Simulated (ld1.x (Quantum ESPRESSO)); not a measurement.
**What the settings do to the TM potential of Re (Z = 75)**

Base potential:

```
Element                 : Re (Z = 75)
Generator               : ld1.x (Quantum ESPRESSO) 7.5
Type                    : norm-conserving Troullier–Martins (Kleinman–Bylander form)
Functional              : PBE
Relativity              : scalar-relativistic
Frozen core             : [Kr] 4d10 4f14 5s2
Valence charge          : 13
Reference configuration : 5p6 5d4 6s0 6p0 (charge +3)
Partial waves           : 6s (bound, empty): rc 2.25 bohr; 5p (bound): rc 1.60 bohr; 5d (bound): rc 1.35 bohr
Local potential         : all-electron potential smoothed inside 1.60 bohr (lloc = -1)
Core correction         : a·sin(br)/r model core inside 1.35 bohr
```

All-electron outer shells of the reference configuration (PBE, scalar-relativistic, ld1.x):

| shell | level (eV) | outermost node (bohr) | outermost maximum (bohr) |
| --- | --- | --- | --- |
| 5p | -76.54 | 0.56 | 1.06 |
| 4f | -72.27 | – | 0.41 |
| 5d | -33.06 | 0.62 | 1.38 |
| 6s | -29.41 | 1.22 | 2.30 |
| 6p | -21.47 | 1.43 | 2.81 |

Cutoffs, loose and tight: the cutoffs (Ry, on a coarse ladder) from which the occupation-weighted sum of valence levels, in a spherical-Bessel basis at the reference potential, stays within 10 and 1 mRy of its value at 400 Ry. They do not see the model core or the augmentation charge, which bear on the density cutoff. Test errors are all-electron minus pseudo excitation energies from the reference, over the configurations 5p6 5d5 6s2 6p0; 5p6 5d5 6s1 6p0; 5p6 5d5 6s0 6p0; 5p6 5d5 6s1 6p1; 5p6 5d5 6s0 6p1; 5p6 5d4 6s2 6p0; 5p6 5d5 6s0 6p2. A dash means not determined; rows that change the core or the reference have their own tests.

A true bound ghost makes a file unfit for plane-wave use even where its test errors are small: the radial tests pick states by their node count and pass the ghost by.

Cutoffs are not given where the Bessel-basis levels miss the radial ones by over 6 mRy, ghosts where they miss by over 20 mRy; a channel whose overlap is not positive is not tested.

On the changes marked as counting shells twice: ld1.x takes every shell without a wave as core, so the model core holds the marked electrons as well and exchange and correlation see them twice. This cancels in the reference configuration, but the file is broken for other ones, and its errors say nothing about a proper core correction.

A file whose overlap is not positive is unfit for use, and its test errors describe a broken file.

| change | outcome | cutoff, loose | cutoff, tight | bound ghosts | largest test error (meV) |
| --- | --- | --- | --- | --- | --- |
| base | generated | 50 Ry | 90 Ry | s | +61 |
| wave 5d (bound): rc 1.35 bohr becomes 5d (bound): rc 1.96 bohr | generated | 50 Ry | 90 Ry | s | +62 |
| wave 5p (bound): rc 1.60 bohr becomes 5p (bound): rc 1.58 bohr | generated | 50 Ry | 90 Ry | s | +61 |
| wave 6s (bound): rc 2.25 bohr becomes 6s (bound): rc 2.70 bohr | generated | 50 Ry | 90 Ry | s | +59 |
| core correction a·sin(br)/r model core inside 1.48 bohr | generated | 50 Ry | 90 Ry | s | +61 |
| local potential all-electron potential smoothed inside 1.58 bohr (lloc = -1) | generated | 50 Ry | 90 Ry | s | +61 |
| core [Kr] 4d10 4f14, valence charge 15; reference 5s2 5p6 5d5 6s2 6p0; waves now 5s (bound): rc 1.70 bohr; 5p (bound): rc 1.95 bohr; 5d (bound): rc 1.85 bohr; local potential the d channel; core correction Bessel-smoothed model core, default radius (core density twice the valence density) (6s counted twice) | generated, misses its reference levels by 0.40 eV | 50 Ry | 70 Ry | none | +849 |
| type PAW; waves now 6s (bound): rcut 1.95, rcutus 2.25 bohr; 6s channel at -1.5 Ry: rcut 1.95, rcutus 2.25 bohr; 5p (bound): rcut 1.55, rcutus 1.60 bohr; 6p (bound): rcut 1.55, rcutus 1.60 bohr; 5d (bound): rcut 1.15, rcutus 1.35 bohr; 5d channel at -2.1 Ry: rcut 1.15, rcutus 1.35 bohr; local potential all-electron potential smoothed inside 1.25 bohr (lloc = -2); augmentation PSQ, inside the norm-conserving radii | generated, overlap not positive | – | – | s (p not tested, overlap not positive) | test run stopped at test 1 of 7 (negative rho) |
| reference 5p6 5d5 6s2 6p0 | generated | 50 Ry | 90 Ry | s | -153 |
